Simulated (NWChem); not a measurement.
Species: AlP2H5; SMILES [PH2][AlH][PH2]

```xyz
8

Al    -0.5491    -0.0180     0.1900
H     -1.9042    -0.0854     1.0215
P      0.3726    -1.9915    -0.6431
H      0.2439    -2.6931     0.5953
H      1.7316    -1.6070    -0.4302
P      0.2576     2.0575    -0.5032
H      1.6365     1.7371    -0.3133
H      0.0905     2.6640     0.7799
```
Atoms are numbered in this order, from 1.

Level: PBE0/def2-SVP (NWChem), optimised geometry, unscaled harmonic frequencies. 

Question: List the harmonic frequencies with IR intensities, and the thermochemistry.

Answer: 
```tsv
frequency (cm⁻¹)	IR intensity (km/mol)
100	8.2
118	3.6
142	3.0
358	23.0
367	44.1
451	1.0
460	0.0
488	104.2
573	15.4
651	0.5
702	176.7
1078	20.6
1088	21.6
1924	190.7
2402	12.8
2403	37.3
2421	16.1
2422	61.6
```

```json
{
  "zero_point_energy": "25.9 kcal/mol",
  "thermal correction to the enthalpy at 298.15 K (with zero-point energy)": "30.8 kcal/mol",
  "heat capacity Cv": "22.3 cal/(mol K)",
  "entropy at 298.15 K and 1 atm (symmetry number 1)": "81.1 cal/(mol K)",
  "dipole_moment": "1.69 D"
}
```

Rigid rotor and harmonic oscillator; modes under 100 cm⁻¹ make the entropy uncertain.
